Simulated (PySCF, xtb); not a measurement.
Sn(OMe)(SH) (CH4OSSn), SMILES C[O][Sn][SH] (connectivity only; charge and spin as stated), neutral, multiplicity 1. Other conformers were not sampled.

Harmonic wavenumbers (cm⁻¹) from GFN2-xTB (xtb 6.7.1) at its own minimum, in rising order: 68, 79, 151, 209, 227, 329, 359, 501, 1067, 1131, 1138, 1413, 1479, 1482, 2403, 2933, 2939, 2951.

What does B3LYP-D3(BJ)/def2-SVP run with PySCF give at its own minimum? (An estimate is asked for; the answer gives what the named calculation found.)

43, 115, 149, 247, 302, 318, 519, 623, 1112, 1166, 1182, 1466, 1469, 1471, 2661, 2966, 3028, 3061. Paired by order, the mean absolute difference is 64 cm⁻¹ and the zero-point energies are 29.8 and 31.3 kcal/mol.
